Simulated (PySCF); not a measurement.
## A thermochemical cycle for AlSb

CCSD(T) in PySCF with def2-SVPD on every atom (core potentials on Sb), for the lowest determinant that a PBE0 search found; no spin–orbit coupling. AlSb, a triplet (π ↑↑), has De = 1.47 eV to neutral atoms, and AlSb⁺, a quartet (σ ↑, π ↑↑), has De = 0.53 eV to Al⁺ + Sb.

The adiabatic ionisation energy of AlSb, between the minima, is 6.78 eV.

Task: Which ionisation energy of the Al atom does this level give?

Result: IE(Al) = IE(molecule) + De(ion) − De(neutral) = 6.78 + 0.53 − 1.47 = 5.84 eV; the measured value is 5.986 eV (NIST ASD).

Correlated steps freeze 9 core orbitals. Correlated levels converge slowly with the basis: in double zeta they bind strong bonds too weakly, by up to about 1 eV, and carry superposition errors of some tenths. Spin–orbit coupling is left out, which matters for elements this heavy, above all for dissociation energies. For an ion De counts to the pair picked by the measured ionisation energies or electron affinities, which need not be the lowest pair at this level. States were picked by a PBE0 search and need not be the measured ground states.
